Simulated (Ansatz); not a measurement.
A nudged elastic band was laid between two geometries of C$_{3}$H$_{4}$BF (9 atoms, charge 0, multiplicity 1).

Level of theory: Ansatz, RKS B3LYP-D4/6-31G*.

```yaml
movable_images: 5
climbing_image: yes
spring: 5.0 eV/Å²
optimiser: quadratic models (default)
start_path: through a guess of the saddle point
force_threshold: 0.05 eV/Å
iteration_limit: 60
end_points: relaxed
```

First end point:

```xyz
9
Properties=species:S:1:pos:R:3
C 1.010 -0.761 -0.805
C 0.267 -0.719 0.312
C -0.675 0.319 0.731
B -1.032 1.503 0.090
F -1.396 2.610 -0.459
H 0.978 0.027 -1.557
H 1.677 -1.592 -1.005
H 0.359 -1.551 1.010
H -1.187 0.163 1.682
```

Last end point:

```xyz
9
Properties=species:S:1:pos:R:3
C 1.117 -1.076 -0.664
C 0.233 -0.528 0.183
C -0.465 0.734 -0.028
B -1.387 1.343 0.819
F -2.243 1.933 1.580
H 1.384 -0.597 -1.604
H 1.601 -2.022 -0.441
H 0.009 -1.059 1.109
H -0.249 1.272 -0.953
```

Which bonds break or form, and what moves?

No bond is made or broken.

Give the energies along the band, and the barrier.

The run converged. The highest image is number 3 of 0 to 6, 4.8 kcal/mol above the first end and 6.7 kcal/mol above the last; the last end lies 1.9 kcal/mol below the first. A vibrational analysis at the climbing image gives one clearly imaginary mode, 176i cm⁻¹: a first-order saddle point.

| image | path coordinate (Å) | energy (kcal/mol) |
| --- | --- | --- |
| 0 | 0.00 | 0.0 |
| 1 | 0.92 | 0.0 |
| 2 | 1.84 | 2.5 |
| 3 | 2.76 | 4.8 |
| 4 | 3.51 | 3.0 |
| 5 | 4.27 | -0.3 |
| 6 | 5.02 | -1.9 |

What is the geometry of the highest image?


```xyz
9
Properties=species:S:1:pos:R:3
C 1.157 -0.898 -0.623
C 0.250 -0.603 0.310
C -0.925 0.291 0.092
B -1.019 1.607 0.512
F -1.117 2.837 0.893
H 1.110 -0.468 -1.621
H 1.975 -1.585 -0.419
H 0.354 -1.061 1.296
H -1.784 -0.121 -0.441
```

What are the harmonic wavenumbers there?

176i, 122, 332, 366, 517, 537, 659, 841, 943, 1000, 1025, 1132, 1230, 1338, 1456, 1707, 1850, 3117, 3125, 3157, 3238 cm⁻¹.

Time of the run: 2.4 min on 2 threads of Arm Neoverse V1 (shared host), peak memory 0.16 GiB.
